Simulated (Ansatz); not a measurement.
The same hydrogen abstraction along the group B, Al, Ga, In.

Calculated with Ansatz (gas phase, PBE0-D4/def2-TZVP geometries, no zero-point term in ΔE). CBS: MP2 limit from def2 TZ/QZ plus the TZ coupled-cluster correction, frozen cores. This one scheme is used for every species. Functionals use def2-TZVPP. Open shells (•) are unrestricted, without spin–orbit coupling. Elements past krypton have def2 core potentials. For Ga, In outer-core shells are correlated without core-valence functions, which leaves a few kJ/mol of doubt a bond. Scalar relativity is left out up to krypton. One conformer a species, not always the lowest.

```
                                            reaction  r2SCAN-D4 (kJ/mol)  PBE0-D4 (kJ/mol)  CCSD(T)/CBS(def2) (kJ/mol)
                   `CBS` + `[CH3]`• → `C[B]S`• + CH₄                 -20               -22                         -15
`[CH3][AlH][SH]` + `[CH3]`• → `[CH3][Al][SH]`• + CH₄                -103              -113                        -102
`[CH3][GaH][SH]` + `[CH3]`• → `[CH3][Ga][SH]`• + CH₄                -110              -119                        -108
`[CH3][InH][SH]` + `[CH3]`• → `[CH3][In][SH]`• + CH₄                -157              -164                        -158
```

Largest T1 diagnostic: 0.016, for `[CH3][In][SH]`•.
